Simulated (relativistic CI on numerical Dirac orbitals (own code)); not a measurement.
**One change at a time: Ca¹⁸⁺**

Base calculation: Dirac-Coulomb-Breit CI, KLI orbitals optimised for each configuration, QED by a radiative potential, unscaled Slater integrals.

CI space: 1s2, 1s.2s, 1s.2p, 1s.3s, 1s.3p, 1s.3d, 1s.4s, 1s.4p, 1s.4d, 1s.4f, 1s.5s, 1s.5p, 1s.5d, 1s.5f, 1s.5g, 1s.6s, 1s.6p, 1s.6d. Levels of other configurations are missing.

Variants: (1) P86 correlation estimate; (2) configuration mixing switched off. Shifts of the energy above 1s2 1S_0, in eV, for the lowest level and the first level of each name with at least 55 % of one term (blank where a level changes its place among those of its configuration and J or its character, or is not in the variant):

| Level | Base | Δ(1) | Δ(2) |
| --- | --- | --- | --- |
| 1s2 1S_0 | 0.00 | 0.00 | 0.00 |
| 1s.2s 3S_1 | 3859.88 | +1.22 | +0.02 |
| 1s.2p 3P°_0 | 3881.11 | +1.55 | 0.00 |
| 1s.2p 3P°_1 | 3882.07 | +1.55 | +0.01 |
| 1s.2s 1S_0 | 3883.02 | +1.22 | +0.18 |
| 1s.2p 3P°_2 | 3886.50 | +1.55 | +0.01 |
| 1s.2p 1P°_1 | 3901.55 | +1.55 | +0.10 |
| 1s.3s 3S_1 | 4570.08 | +1.39 | -0.01 |
| 1s.3p 3P°_0 | 4575.94 | +1.36 | 0.00 |
| 1s.3p 3P°_1 | 4576.22 | +1.36 | 0.00 |
| 1s.3s 1S_0 | 4576.27 | +1.39 | -0.06 |
| 1s.3p 3P°_2 | 4577.53 | +1.36 | 0.00 |
| 1s.3d 3D_2 | 4580.73 | +1.27 | 0.00 |
| 1s.3d 3D_1 | 4580.73 | +1.27 | 0.00 |

At this charge energies of transitions that change n are usually good to better than 1 %, and those within a shell (Δn = 0) to a few per cent.

Ionisation energy from the two ground configurations alone: base 5127.43 eV; P86 correlation estimate 5129.39 eV. The NIST ASD value (theoretical) is 5128.86 eV.

LS names give the leading component of a level, which can be under half, so a name can repeat, a term be missing and a line seem to break the LS rules.
